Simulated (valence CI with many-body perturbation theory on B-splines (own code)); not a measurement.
# E1 transitions of Fe20+

Calculated by relativistic CI+MBPT: four valence electrons over a frozen Dirac-Fock core [He], a basis of 11 s, 11 p, 9 d, 7 f, 5 g, 2 h, 1 i functions for each j, with the one-electron correlation potential Σ1 (screened to all orders), the two-electron term Σ2, the three-electron term Σ3, Breit, model QED; selected single and double excitations, second order for the rest (own B-spline code, finite nucleus).

No measured levels were compared; by estimate levels of excited configurations hold to 0.05 to 0.15 % of their energy, terms of the ground configuration to about 0.5 %. Among the levels kept, up to 270 cm⁻¹ of a level comes from second order outside the variational space, and about a tenth of that is noise between levels of different J, which matters for small intervals.

Lines 51 to 100 of 258 in falling wavelength, among levels below 79.503 Ry, chosen from the strongest by gf and those to the six lowest levels. Wavelengths and rates use the calculated energies, so an error of 500 cm⁻¹ moves a line at 409.2 Å by 0.2 % and its rate by three times that or more. Electric multipoles are in the length gauge, E1 and E2 with the static RPA response of the core. Weak lines are less certain than strong ones. Lines between different terms over intervals too small for the method are left out, as are lines whose strength nearly cancels. The highest levels of a list are the least certain.

Names give the largest LS component (configuration and term), which can be under half, so a name can repeat, a term be missing and a line seem to break the LS rules; names also repeat where a configuration has a term twice. Letters in brackets count levels of one name in rising energy.

```
λ vac (Å)                Upper                Lower   A (s⁻¹)  log gf  Branch %
    409.2  2s 2p2 3p 3D°_3 [b]       2s 2p2 3s 3D_3  2.29e+09   -0.40       0.2
    405.7       2s 2p2 3d 3D_1  2s 2p2 3p 3P°_1 [a]  1.47e+09   -0.96       0.0
    403.9       2s 2p2 3d 3D_2      2s 2p2 3p 3P°_2  1.15e+09   -0.85       0.0
    398.8       2s 2p2 3d 3D_2  2s 2p2 3p 3P°_1 [a]  1.06e+09   -0.90       0.0
    381.5      2s 2p2 3p 5S°_2       2s 2p2 3s 5P_3  2.86e+09   -0.51       0.7
    377.8       2s2 2p 3p 1D_2      2s2 2p 3s 1P°_1  3.22e+09   -0.46       1.9
    377.6      2s 2p2 3p 1P°_1       2s 2p2 3s 3D_1  1.52e+09   -1.01       0.0
    361.1  2s 2p2 3p 3P°_1 [b]       2s 2p2 3s 3D_2  1.98e+09   -0.93       0.1
    355.9  2s 2p2 3p 3D°_3 [a]       2s 2p2 3s 5P_3  7.47e+08   -1.00       0.0
    243.4  2s 2p2 3p 3D°_3 [b]   2s 2p2 3s 3P_2 [a]  1.73e+09   -0.97       0.2
    187.9         2s 2p3 3D°_1         2s2 2p2 1D_2  1.81e+08   -2.54       1.4
    181.7             2p4 3P_2         2s 2p3 3S°_1  6.01e+09   -0.83       9.9
    179.8             2p4 1D_2         2s 2p3 1P°_1  4.51e+09   -0.96       9.7
    178.9         2s 2p3 3D°_3         2s2 2p2 1D_2  9.78e+08   -1.48      13.8
    166.2      2s 2p2 3p 1F°_3       2s2 2p 3p 1D_2  7.24e+09   -0.68       0.1
    155.1             2p4 3P_1         2s 2p3 3S°_1  1.29e+10   -0.85      18.2
    151.4       2s 2p2 3s 3D_3      2s2 2p 3s 3P°_2  8.90e+09   -0.67       0.3
    149.4      2s 2p2 3p 3F°_4       2s2 2p 3p 3D_3  4.76e+09   -0.84      46.2
    145.7         2s 2p3 3D°_3         2s2 2p2 3P_2  6.11e+09   -0.87      86.2
    144.9             2p4 1D_2         2s 2p3 1D°_2  3.19e+10   -0.30      68.3
    142.2         2s 2p3 3D°_1         2s2 2p2 3P_1  7.62e+08   -2.16       6.0
    142.1         2s 2p3 3D°_2         2s2 2p2 3P_1  9.25e+09   -0.85      99.5
    138.1         2s 2p3 3S°_1         2s2 2p2 1S_0  6.53e+08   -2.25       0.7
    135.6      2s 2p2 3p 3F°_3       2s2 2p 3p 3D_2  7.31e+09   -0.85       1.7
    132.2       2s 2p2 3s 3D_2      2s2 2p 3s 3P°_1  1.05e+10   -0.86       0.3
    130.9      2s 2p2 3p 3F°_2       2s2 2p 3p 3D_1  1.12e+10   -0.84       0.5
    128.7         2s 2p3 3D°_1         2s2 2p2 3P_0  1.16e+10   -1.06      91.6
    127.1             2p4 1S_0         2s 2p3 1P°_1  7.56e+10   -0.74      88.7
    125.3             2p4 3P_1         2s 2p3 3P°_2  1.60e+10   -0.95      22.6
    124.8  2s 2p2 3p 3D°_1 [b]       2s2 2p 3p 3D_1  1.59e+10   -0.95       0.5
    123.8         2s 2p3 3P°_1         2s2 2p2 3P_2  2.68e+09   -1.73      11.5
    121.2         2s 2p3 3P°_2         2s2 2p2 3P_2  2.04e+10   -0.65      97.5
    118.7         2s 2p3 3P°_0         2s2 2p2 3P_1  2.20e+10   -1.33     100.0
    118.6             2p4 3P_2         2s 2p3 3D°_3  2.83e+10   -0.53      46.6
    117.5         2s 2p3 3P°_1         2s2 2p2 3P_1  1.60e+10   -1.00      68.7
    115.1         2s 2p3 3P°_2         2s2 2p2 3P_1  3.83e+08   -2.42       1.8
    115.0             2p4 3P_2         2s 2p3 3D°_2  1.34e+10   -0.88      22.0
    114.5   2s 2p2 3s 3P_1 [b]      2s2 2p 3s 3P°_1  2.84e+10   -0.78       1.0
    113.2         2s 2p3 1D°_2         2s2 2p2 1D_2  4.49e+10   -0.36      84.2
    113.2       2s 2p2 3s 3S_1      2s2 2p 3s 3P°_2  3.94e+10   -0.64       1.4
    112.4         2s 2p3 1P°_1         2s2 2p2 1S_0  1.73e+10   -1.01      19.6
    112.2       2s 2p2 3s 1P_1      2s2 2p 3s 1P°_1  5.32e+10   -0.52       1.1
    111.3   2s 2p2 3s 3P_2 [b]      2s2 2p 3s 3P°_2  4.20e+10   -0.41       1.8
    108.1         2s 2p3 3P°_1         2s2 2p2 3P_0  4.22e+09   -1.65      18.1
    103.8             2p4 3P_1         2s 2p3 3D°_2  2.13e+10   -0.99      30.1
    102.2         2s 2p3 3S°_1         2s2 2p2 3P_2  6.12e+10   -0.54      63.0
    98.97         2s 2p3 1D°_2         2s2 2p2 3P_2  8.04e+09   -1.23      15.1
    98.33         2s 2p3 1P°_1         2s2 2p2 1D_2  6.59e+10   -0.54      74.5
    97.82         2s 2p3 3S°_1         2s2 2p2 3P_1  2.54e+10   -0.96      26.2
    91.23         2s 2p3 3S°_1         2s2 2p2 3P_0  9.50e+09   -1.45       9.8
```
